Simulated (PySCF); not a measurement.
# How the method changes the shape and vibrations of AlBFH3N cation

Calculated results; nothing here was measured. They come from PySCF 2.14.0, an open-source quantum chemistry program, on an isolated molecule that a program drew, which may never have been made. The molecule is AlBFH3N cation (charge +1, singlet), drawn as the SMILES string `[NH2][Al+][BH]F`.

The geometry was optimised and harmonic frequencies were computed with HF and MP2, all in the cc-pV(D+d)Z basis, for the commonest isotopes, with a restricted reference for singlets and an unrestricted one otherwise, and a frozen core in MP2. Each result is a local minimum of its method.

Geometry at the HF minimum:
```xyz
7
AlBFH3N cation, angstrom
N     3.2079   -2.0520    0.7616
Al    1.8626   -1.0209    0.4919
B     0.1518    0.3221    0.1309
F    -0.9823   -0.1101    0.5959
H     4.1630   -1.8473    0.5138
H     3.1714   -2.9617    1.1938
H     0.2800    1.3528   -0.4446
```

Lengths of the bonds as drawn, in Å (atoms numbered as above):
| bond | HF | MP2 |
|---|---|---|
| N1-Al2 | 1.716 | 1.734 |
| Al2-B3 | 2.205 | 2.204 |
| B3-F4 | 1.300 | 1.314 |
| N1-H5 | 1.008 | 1.023 |
| N1-H6 | 1.008 | 1.023 |
| B3-H7 | 1.187 | 1.197 |

Rotational constants, in GHz:
```
constant     HF    MP2
       A   38.2  37.76
       B   2.18  2.152
       C  2.063  2.036
```

Harmonic frequencies in cm^-1, each column in rising order, so a row needn't be the same motion in every method:
```
rank,HF,MP2
1,64,81
2,104,94
3,144,124
4,275,264
5,501,473
6,553,485
7,672,618
8,794,760
9,965,923
10,1118,1068
11,1354,?
12,1650,1521
13,2832,2755
14,3731,3554
15,3806,3646
```

**Estimate the missing MP2 frequency from the HF column.**

A single factor s that minimises the squared misfit of MP2 against s times HF over the other rows is sum(HF x MP2) / sum(HF^2) = 0.9555, with an rms misfit of 25 cm^-1. For rank 11 it gives 0.9555 x 1354 = 1294 cm^-1. The calculation gives 1317 cm^-1, 23 cm^-1 above the estimate. The drawn bonds are on average 1.0 % longer in MP2 than in HF.
